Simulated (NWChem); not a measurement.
AlH3S; SMILES [AlH2][SH]

```xyz
5

Al     0.1386    -1.1552     0.0545
H      1.3498    -2.0077    -0.5026
H     -1.2991    -1.7344     0.3850
S      0.5249     0.9724     0.3756
H     -0.7202     1.2475     0.8238
```
Atoms are numbered in this order, from 1.

All runs use the structure optimised with PBE0/def2-SVP.

 Unshifted, non-relativistic core excitations; the lowest 4 roots alone, so stronger bands may lie above.

Question: List the first Al K-edge excitations from BHandHLYP/6-311G** (spherical d), restricted-window TDA (NWChem).

Answer: 
```json
[
 {"state": "S1", "energy (eV)": "1544.5", "dipole oscillator strength": "0.0086", "leading excitation (squared amplitude)": "1s of atom 1 or its equivalents → LUMO (0.88)"},
 {"state": "S2", "energy (eV)": "1547.1", "dipole oscillator strength": "0.0004", "leading excitation (squared amplitude)": "1s of atom 1 or its equivalents → LUMO+2 (0.54)"},
 {"state": "S3", "energy (eV)": "1548.1", "dipole oscillator strength": "0.0024", "leading excitation (squared amplitude)": "1s of atom 1 or its equivalents → LUMO+1 (0.47)"},
 {"state": "S4", "energy (eV)": "1549.0", "dipole oscillator strength": "0.0031", "leading excitation (squared amplitude)": "1s of atom 1 or its equivalents → LUMO+4 (0.44)"}
]
```
